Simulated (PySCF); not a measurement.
Computed Raman spectrum (relative Raman activity) of a molecule C₃H₅BF₂. The structure is a stationary point at PBE-D3(BJ)/def2-SVP. Other conformers were not sampled. These are PBE-D3(BJ)/def2-SVP in PySCF values and carry that method's errors. Harmonic, unscaled wavenumbers; measured fundamentals usually lie a few per cent lower.

ν (cm⁻¹): 684 (w), 861 (vw), 872 (vw), 945 (w), 1012 (vw), 1068 (vw), 1116 (vw), 1146 (vw), 1170 (vw), 1212 (w), 1317 (w), 1349 (w), 1399 (w), 2965 (s), 2991 (vs), 3019 (vs), 3058 (s), 3085 (s) (against the strongest line: vs over 80 %, s over 45 %, m over 15 %, w over 4 %, vw less)

Q: Which structure fits?
(A) FB1CC[C@@H]1F
(B) FB1CC(F)C1
(C) C=CB(F)CF
(D) FB(F)C1CC1

A: A, FB1CC[C@@H]1F
